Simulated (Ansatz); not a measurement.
Frontier orbitals of C$_{3}$H$_{10}$NO$_{3}$Ta (`C[O][Ta](=[NH])([O]C)[O]C`).

Total charge 0; spin multiplicity 1. Correlated methods include outer-core shells of Ta, which these sets cover unevenly. Ta: def2 effective core potential. The structure was optimised at the PBE0-D4/def2-TZVP level. It is one conformer, not always the lowest. Basis def2-TZVPP, Ansatz.

Orbital energies of one run (eV). Highest occupied ones, from the top: -5.89, -5.89, -6.28, -6.42, -6.42, -7.09, -7.50, -7.50, -9.93, -10.63, -10.67, -10.67, -10.75, -10.79. Empty: -0.36, -0.11, -0.11, 0.27, 0.51, 0.51.

(1) Which functional gave them?
A. PBE0
B. r2SCAN
C. CAM-B3LYP
D. BLYP

Results:

(1) D. HOMO energies: BLYP -5.89, CAM-B3LYP -8.75, PBE0 -7.39, r2SCAN -6.31 eV.
